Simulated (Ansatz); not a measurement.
`OB(Cl)O[SiH3]` + NH₃ → `NB(O)Cl` + `O[SiH3]`  (ligand exchange at a B–O bond)

Isolated molecules relaxed with PBE0-D4/def2-TZVP in Ansatz; ΔE leaves out vibrations. CCSD(T)/CBS adds triple-zeta CCSD(T) − MP2 to the extrapolated MP2 energy (def2 sets, frozen cores). This one scheme is used for every species. Functionals use def2-TZVPP. B3LYP here is the variant with VWN-RPA as its local correlation; programs differ in this. HSE06 is defined as in plane-wave codes. Each species was taken in one conformer, which may not be the lowest.

`OB(Cl)O[SiH3]`:

```xyz
9

O    -1.632   -0.077   -0.589
B    -0.635    0.840   -0.646
Cl   -0.890    2.385   -1.483
O     0.555    0.597   -0.073
Si    1.125   -0.712    0.772
H    -2.438    0.201   -1.031
H     2.514   -0.380    1.161
H     1.108   -1.918   -0.090
H     0.294   -0.938    1.979
```

NH₃:

```xyz
4

N     0.031    0.212   -0.183
H     0.384   -0.661   -0.555
H     0.527    0.389    0.682
H    -0.941    0.060    0.057
```

`NB(O)Cl`:

Cartesian coordinates in Å:
```
N -0.232 1.059 -0.222
B 0.087 -0.240 0.169
O -0.008 -1.274 -0.711
Cl 0.628 -0.540 1.846
H -0.173 1.844 0.398
H -0.539 1.268 -1.155
H 0.238 -2.117 -0.326
```

`O[SiH3]`:

```xyz
6

O     0.329   -1.088   -0.592
Si   -0.197    0.341    0.038
H     0.973   -1.588   -0.091
H    -0.858    0.149    1.359
H    -1.170    0.882   -0.938
H     0.923    1.304    0.224
```

```tsv
level	ΔE (kcal/mol)	difference from CCSD(T)/CBS
B97M-V	5.7	0.6
r2SCANh-D4	4.6	-0.5
HSE06-D4	4.0	-1.1
B3LYP	4.2	-0.9
r2SCANh	4.4	-0.7
r2SCAN0	4.4	-0.7
CCSD(T)/def2-TZVPP	5.4	0.3
HF/def2-QZVPP	6.2	1.1
SCS-MP2/def2-QZVPP	5.1	0.0
HF/CBS(def2)	6.2	1.1
CCSD(T)/CBS	5.1	0
```

Largest T1 diagnostic among the species: 0.012.

At CCSD(T), def2-SVP lies +1.7 kcal/mol from the extrapolated value and def2-TZVPP +0.3 kcal/mol. Leaving LDA and LC-ωPBE aside and taking each functional with its dispersion term where it has one, the values, not all of them listed here, spread over 2.0 kcal/mol, from PBE-D4 to B97M-V.
